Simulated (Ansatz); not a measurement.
`N[SiH](O)[SiH3]` + H₂ → `O[SiH2][SiH3]` + NH₃ at 500 K and 1 bar (hydrogenolysis of the Si–N bond).

Isolated molecules relaxed with PBE0-D4/def2-TZVP in Ansatz; ΔE leaves out vibrations. CBS: MP2 limit from def2 TZ/QZ plus the TZ coupled-cluster correction, frozen cores. This one scheme is used for every species. One conformer a species, not always the lowest.

| species | CCSD(T)/CBS energy (Eh) | H − E (kJ/mol) | S (J/(mol·K)) |
| --- | --- | --- | --- |
| `N[SiH](O)[SiH3]` | -712.31896 | 246.2 | 435.5 |
| H₂ | -1.17544 | 41.0 | 145.5 |
| `O[SiH2][SiH3]` | -656.96789 | 187.7 | 379.8 |
| NH₃ | -56.50880 | 108.2 | 211.8 |

H − E and S are ideal-gas, rigid-rotor, harmonic terms from PBE0-D4/def2-TZVP, for one conformer and one mirror image of each species. For small species the MP2-based limit differs from directly extrapolated CCSD(T) by up to some mEh (0.8 for H₂); such offsets cancel only in part. 1 Eh = 2625.50 kJ/mol, R = 8.31446 J/(mol·K).

Question: By hand: ΔE, ΔH, ΔS and ΔG.

Answer: ΔE = (-656.96789) + (-56.50880) − (-712.31896) − (-1.17544) = 0.01771 Eh = 46.5 kJ/mol. Δ(H − E) = 187.7 + 108.2 − 246.2 − 41.0 = 8.7, so ΔH = 55.2 kJ/mol. ΔS = 379.8 + 211.8 − 435.5 − 145.5 = 10.6 J/(mol·K). ΔG = 55.2 − 500 × (10.6)/1000 = 49.9 kJ/mol.

Question: By hand: the equilibrium constant, and the temperature at which ΔG would vanish if ΔH and ΔS stayed fixed.

Answer: log₁₀ K = −ΔG/(RT ln 10) = -5.2. ΔG = 0 at ΔH/ΔS = 5208 K, far beyond where these terms or the molecules hold.

The number of gas molecules stays the same, so ΔS is small and ΔH decides. A doubt of 5 kJ/mol in ΔE shifts log₁₀ K by 0.5 here. Other conformers and mirror images would add mixing entropy, several J/(mol·K) or more a flexible species. These are equilibria of isolated gas molecules and say nothing of rates. Largest T1 diagnostic: 0.012 (customary marks: 0.02 for closed shells, 0.045 for open ones).
